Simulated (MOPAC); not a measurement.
MOPAC input (AM1):

```
AM1 PRECISE GNORM=0.05 LET XYZ CHARGE=-1 GEO-OK AUX(PRECISION=9) THREADS=1
FOS

O    -1.26833340 1   -0.54710562 1    0.00824721 1
S    -0.14922914 1    0.49793037 1    0.02004487 1
F     1.39270370 1   -0.39889344 1   -0.04296616 1
```

From the last part of the output:

```
                                                       MOPAC v23.2.5 Linux

          FINAL HEAT OF FORMATION =       -102.03531 KCAL/MOL =    -426.91574 KJ/MOL

          COSMO AREA              =         78.16 SQUARE ANGSTROMS
          COSMO VOLUME            =         60.72 CUBIC ANGSTROMS

          GRADIENT NORM           =          0.01123          =       0.00649 PER ATOM
          IONIZATION POTENTIAL    =          1.361941 EV
          HOMO LUMO ENERGIES (EV) =         -1.362  7.730
          NO. OF FILLED LEVELS    =         10
          MOLECULAR WEIGHT        =         67.0578         POINT GROUP:  Cs

          MOLECULAR DIMENSIONS (Angstroms)

            Atom       Atom       Distance
            F     3    O     1     2.46623
            S     2    O     1     1.00785
            F     3    O     1     0.00000

          SCF CALCULATIONS        =          9

   ATOM   CHEMICAL          X               Y               Z
  NUMBER   SYMBOL      (ANGSTROMS)     (ANGSTROMS)     (ANGSTROMS)

     1       O         -1.21609097  *  -0.59067736  *   0.00566502  *
     2       S         -0.06936026  *   0.51682571  *   0.01899781  *
     3       F          1.24100860  *  -0.38345418  *  -0.03923635  *

                             CARTESIAN COORDINATES

   1    O       -1.216090974    -0.590677355     0.005665015
   2    S       -0.069360259     0.516825707     0.018997812
   3    F        1.241008598    -0.383454179    -0.039236348

           Empirical Formula: O S F  =     3 atoms

      MOLECULAR POINT GROUP   :   Cs

                  EIGENVALUES
 -41.61249 -26.21777 -13.29353  -9.97992  -9.67073  -8.87658  -5.75390  -5.70080
  -3.89738  -1.36194   7.73041   9.83146

              NET ATOMIC CHARGES AND DIPOLE CONTRIBUTIONS

  ATOM NO.   TYPE          CHARGE      No. of ELECS.   s-Pop       p-Pop
    1          O          -0.797806        6.7978     1.95509     4.84271
    2          S           0.180749        5.8193     1.80841     4.01084
    3          F          -0.382943        7.3829     1.92369     5.45926
 DIPOLE           X         Y         Z       TOTAL
 POINT-CHG.     2.453     3.406     0.064     4.198
 HYBRID         0.069    -1.234    -0.043     1.237
 SUM            2.522     2.172     0.020     3.328

          ATOMIC ORBITAL ELECTRON POPULATIONS

     Atom    s        px        py        pz
    1  O   1.95509   1.38573   1.45731   1.99968
    2  S   1.80841   0.86447   1.14806   1.99831
    3  F   1.92369   1.62458   1.83536   1.99932

 **********************
 *                    *
 * JOB ENDED NORMALLY *
 *                    *
 **********************

 == MOPAC DONE ==
```

The dipole moment of an ion depends on the origin.
